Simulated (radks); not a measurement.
The numbers below are computed, except where a source is named.
Charge is removed step by step from the 5p down level of the ytterbium ion Yb2+, starting from [Kr] 4d10 4f14 5s2 5p(up 3, down 3). Code: a radial shooting solver on a logarithmic mesh with Libxc functionals. Model: scalar-relativistic Kohn-Sham, r2SCAN, spin-polarised, spherical densities, finite nucleus; meta-GGA in the generalised Kohn-Sham scheme; Fermi nuclear charge, rms radius 5.3108 fm.

| removed (e) | E - E(0) (eV) | eigenvalue (eV) | E minus straight line (eV) |
|---|---|---|---|
| 0 | 0.000 | -43.011 | 0.000 |
| 0.1 | 4.361 | -44.297 | -0.587 |
| 0.2 | 8.851 | -45.590 | -1.046 |
| 0.3 | 13.471 | -46.889 | -1.375 |
| 0.4 | 18.221 | -48.195 | -1.573 |
| 0.5 | 23.102 | -49.507 | -1.641 |
| 0.6 | 28.114 | -50.823 | -1.578 |
| 0.7 | 33.258 | -52.145 | -1.382 |
| 0.8 | 38.535 | -53.471 | -1.054 |
| 0.9 | 43.944 | -54.802 | -0.594 |
| 1 | 49.486 | -56.136 | 0.000 |

Removing the whole electron costs 49.486 eV by Delta-SCF, against 43.011 eV from minus the eigenvalue at the starting occupation. Slater's transition state (half an electron removed) gives 49.507 eV. Integrating minus the eigenvalue over the occupation (Janak's theorem) gives 49.529 eV. In this scalar-relativistic scheme the density is built from large components alone, so the theorem holds only approximately. The mean slope of the eigenvalue, de/dn, is 13.1 eV per electron.
